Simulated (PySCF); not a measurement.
**`[SiH3]C(/C=N/C=C)=C`, C₅H₉NSi**

Geometry (Å), atoms numbered from 1 in this order:
```xyz
16

C     2.9886    1.1016    0.3455
C     2.2165    0.0185    0.3627
N     0.8538    0.1293    0.2660
C     0.1020   -0.8987    0.2808
C    -1.3142   -0.6723    0.1696
C    -2.1878   -1.6798    0.1728
Si   -1.7186    1.1718    0.0236
H     4.0594    1.0369    0.4186
H     2.5482    2.0790    0.2567
H     2.6458   -0.9835    0.4526
H     0.4898   -1.9250    0.3715
H    -1.8803   -2.7130    0.2595
H    -3.2470   -1.5055    0.0885
H    -3.1828    1.2724   -0.0857
H    -1.1059    1.7110   -1.1867
H    -1.2751    1.8662    1.2288
```

Theory: PySCF, GIAO HF/pcSseg-1 magnetisability, rotational g tensor and spin-rotation constants, non-relativistic, gas phase. Geometry: GFN2-xTB.

Question: Give the nuclear spin-rotation constants along the inertial axes (H = +C I·J) beside the isotropic shieldings.

Answer: Rotational constants 4.0607, 1.2464, 0.9645 GHz. A star marks the isotopologue with that one atom substituted, in its own axes.
| atom | isotope | Caa (kHz) | Cbb (kHz) | Ccc (kHz) | mean (kHz) | σ (ppm) |
| --- | --- | --- | --- | --- | --- | --- |
| N3 | 14N | 1.413 | 0.249 | 0.030 | 0.564 | -113.2 |
| H8 | 1H | 0.342 | -0.123 | -0.115 | 0.035 | 26.8 |
| H9 | 1H | -0.349 | 0.104 | -0.113 | -0.119 | 26.1 |
| H10 | 1H | -0.275 | 0.103 | -0.112 | -0.095 | 24.9 |
| H11 | 1H | -0.283 | 0.121 | -0.115 | -0.092 | 24.0 |
| H12 | 1H | -0.374 | 0.118 | -0.117 | -0.124 | 25.7 |
| H13 | 1H | 0.346 | -0.105 | -0.112 | 0.043 | 25.6 |
| H14 | 1H | 0.133 | -0.102 | -0.095 | -0.021 | 28.4 |
| H15 | 1H | -0.303 | -0.085 | 0.001 | -0.129 | 28.0 |
| H16 | 1H | -0.305 | -0.085 | 0.002 | -0.129 | 28.0 |
| C1 | 13C* | 1.600 | 0.436 | 0.123 | 0.720 | 69.0 |
| C2 | 13C* | 1.656 | 0.512 | 0.170 | 0.779 | 42.6 |
| C4 | 13C* | 1.835 | 0.555 | 0.191 | 0.860 | 21.1 |
| C5 | 13C* | 1.819 | 0.558 | 0.108 | 0.828 | 41.5 |
| C6 | 13C* | 1.688 | 0.533 | 0.120 | 0.781 | 47.3 |
| Si7 | 29Si* | -2.006 | -0.595 | -0.508 | -1.036 | 457.9 |

For the geometry as given, no vibrational averaging.

Question: How do the rotational constants and the g tensor change when H8, H9, H10, H11, H12, H13, H14, H15, H16 are replaced by deuterium?

Answer: Constants 3.2902, 1.0801, 0.8290 GHz; g -0.0583, -0.0199, -0.0007, against -0.0719, -0.0229, -0.0008 before.
